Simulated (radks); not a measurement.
Question: The mean radii <r> (bohr) of the occupied orbitals of an atom or ion are listed with their occupations. Method: non-relativistic Kohn-Sham, PBE, spin-polarised, spherical densities, point nucleus; computed with a radial shooting solver on a logarithmic mesh with Libxc functionals.

orbital  occ.     <r>
1s up       1  0.1116
1s down     1  0.1115
2s up       1  0.5486
2s down     1  0.5512
2p up       3  0.5056
2p down     2  0.5094

Name the element and its charge. Open shells, if any, are filled with parallel spins first.

Answer: Z = 14, silicon, charge +5: Si5+ in [He] 2s2 2p5. The 1s radius gives Z: for a bare nucleus <r> = 1.5/Z, 0.1071 bohr for Z = 14, and screening makes it slightly larger (0.1116 here). The occupations add up to 9, and the charge is Z minus that.
